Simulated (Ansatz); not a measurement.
`[CH3][SnH2][CH3]` + `[GaH3]` → `[CH3][SnH2][GaH2]` + CH₄  (formal exchange of groups at the Sn–C bond)

Calculated with Ansatz (gas phase, PBE0-D4/def2-TZVP geometries, no zero-point term in ΔE). CCSD(T)/CBS adds triple-zeta CCSD(T) − MP2 to the extrapolated MP2 energy (def2 sets, frozen cores). This one scheme is used for every species. Functionals use def2-TZVPP. def2 core potentials past Kr. For Ga, Sn outer-core shells are correlated without core-valence functions, which leaves a few kJ/mol of doubt a bond. Scalar relativity is left out up to krypton.

`[CH3][SnH2][CH3]`:

```xyz
11

C     0.412    1.723   -0.311
Sn   -0.120   -0.302   -0.765
C    -0.296   -1.432    1.047
H     0.505    2.305   -1.228
H     1.365    1.748    0.219
H    -0.353    2.178    0.318
H     1.082   -1.003   -1.766
H    -1.613   -0.330   -1.608
H     0.652   -1.423    1.586
H    -1.068   -0.998    1.684
H    -0.564   -2.465    0.825
```

`[GaH3]`:

Cartesian coordinates in Å:
```
Ga 0.000 0.000 0.001
H -1.339 -0.814 -0.055
H 0.005 1.527 -0.357
H 1.335 -0.713 0.412
```

`[CH3][SnH2][GaH2]`:

```xyz
10

C     0.609    1.698   -0.059
Sn    0.711   -0.445    0.069
Ga   -1.629   -1.625   -0.004
H     1.614    2.120   -0.031
H     0.125    1.993   -0.991
H     0.033    2.094    0.778
H     1.698   -1.004   -1.221
H     1.545   -0.850    1.514
H    -2.954   -0.794   -0.194
H    -1.752   -3.188    0.139
```

CH₄:

```xyz
5

C     0.000    0.000    0.000
H    -0.605   -0.818    0.390
H    -0.099    0.040   -1.084
H     1.045   -0.162    0.264
H    -0.341    0.941    0.431
```

```csv
level,ΔE (kcal/mol),difference from CCSD(T)/CBS
B97M-V,-16.7,2.0
CAM-B3LYP-D4,-18.4,0.3
ωB97M-V,-17.9,0.8
B2PLYP,-19.0,-0.3
r2SCANh,-19.6,-0.9
BHLYP,-19.3,-0.6
HF/def2-TZVPP,-18.1,0.6
MP2/def2-TZVPP,-17.7,1.0
SCS-MP2/def2-TZVPP,-17.3,1.4
HF/CBS(def2),-17.6,1.1
CCSD(T)/CBS,-18.7,0
```

Largest T1 diagnostic among the species: 0.013.

From BLYP to BHLYP (50 % exact exchange), in def2-TZVPP and without D4, ΔE moves by +0.9 kcal/mol. Leaving LDA and LC-ωPBE aside and taking each functional with its dispersion term where it has one, the values, not all of them listed here, spread over 3.6 kcal/mol, from PBE-D4 to B97M-V.
